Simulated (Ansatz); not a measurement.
Reactions of C$_{4}$H$_{8}$O, SMILES `CC1(C)CO1`.

Gas-phase electronic energies from Ansatz, PBE0-D4/def2-TZVP geometries. CCSD(T)/CBS adds triple-zeta CCSD(T) − MP2 to the extrapolated MP2 energy (def2 sets, frozen cores). This one scheme is used for every species, atoms too. DFT in def2-TZVPP. No spin–orbit coupling; open shells (•) take unrestricted orbitals. Spin–orbit coupling would lower the free atoms: a little for C, O. Elements past krypton have def2 core potentials. For Ge, In, Se outer-core shells are correlated without core-valence functions, so the limit isn't a true one: a few kJ/mol of doubt a bond, and 10 to 20 or more in all where bonds break to atoms. Scalar relativity is left out up to krypton. Each species was taken in one conformer, which may not be the lowest.

```csv
reaction,B2PLYP (eV),ωB97M-V (eV),PBE-D4 (eV),PBE0-D4 (eV)
`CC1(C)CO1` + `O[Si](O)(F)F` → `CO[Si](O)(F)F` + `CC1CO1`,0.71,0.75,0.73,0.74
`CC1(C)CO1` + `[OH][GeH2][SeH]` → `C[O][GeH2][SeH]` + `CC1CO1`,0.70,0.74,0.70,0.73
`CC1(C)CO1` + `C[SiH2]O` → `CO[SiH2]C` + `CC1CO1`,0.72,0.75,0.72,0.74
`CC1(C)CO1` → 4 C• + 8 H• + O•,53.64,54.33,55.54,54.60
`CC1(C)CO1` + H₂ → `CC1CO1` + CH₄,-0.59,-0.51,-0.51,-0.53
`CC1(C)CO1` + H–F → `CC1(F)CO1` + CH₄,0.05,0.05,0.04,0.09
`CC1(C)CO1` → `CC1CO1` + `[CH2]` (triplet),4.59,4.74,4.75,4.67
`CC1(C)CO1` + `[OH][In]([F])[F]` → `C[O][In]([F])[F]` + `CC1CO1`,0.80,0.86,0.80,0.84
```

Question: Give the CCSD(T)/CBS values in the same order. (Best estimate.)

Answer: The calculation gave: 0.79, 0.76, 0.79, 54.13, -0.49, 0.21, 4.72, 0.87 eV.

Largest T1 diagnostic: 0.018, for `[OH][In]([F])[F]`.
